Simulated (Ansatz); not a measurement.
Mn₂O₄⁺, relaxed as a doublet with UKS PBE-D4/def2-SVP in Ansatz, starting from the GFN2-xTB geometry. Force threshold 0.02 eV/Å.

The structure holds 1 bond(s) between oxygen atoms. The charge 1 doublet is spin-contaminated (final ⟨S²⟩ up to 4.49, 0.75 for a pure state). The relaxation made no stability test and no search for a lower SCF solution. No other spin state of charge 1 was run. Another isomer (doublet) lies 0.76 eV lower at PBE-D4/def2-TZVP; other spin states weren't run for this one.

Start:

```xyz
6

Mn   -0.3268   -0.6908    0.1627
Mn    0.8710    0.7341   -1.1437
O     0.3721   -0.7768   -1.1872
O    -1.5639   -0.4988    1.1800
O    -0.4943   -0.8658    1.7575
O     1.1419    2.0980   -0.7692
```

```
step  energy (eV)  largest force component (eV/Å)  SCF passes
   1  -70780.6434                          11.721          90
   2  -70782.7206                           4.979          64
   3  -70783.9511                           2.252         171
   4  -70784.3520                           2.671          65
   5  -70784.6160                           1.314          52
   6  -70784.9746                           0.890          50
   7  -70785.1772                           1.060          42
   8  -70785.2157                           1.262          47
   9  -70785.2888                           0.575          41
  10  -70785.3547                           1.545          42
  11  -70785.5893                           1.029          41
  12  -70785.9528                           0.848          44
  13  -70786.1696                           1.986          40
  14  -70786.4657                           2.678          32
  15  -70786.7253                           0.721          32
  16  -70786.7943                           0.372          31
  17  -70786.8078                           0.097          26
  18  -70786.8085                           0.012          26
```

Force components are those of the run's own axes.

End:

```xyz
6

Mn   -0.1541   -0.0987    0.2328
Mn    1.1642    0.7838   -1.8416
O     0.8657   -0.7661   -1.1742
O    -1.2305   -0.1110    1.8438
O    -0.8910   -1.3279    1.5354
O     0.2457    1.5200   -0.5963
```

Bonds formed: Mn1–O6 (atoms count from 1).

No frequencies were taken in this run, so the end may be a saddle point.

It took 54 s on 4 threads of Arm Neoverse V2 on a shared host.
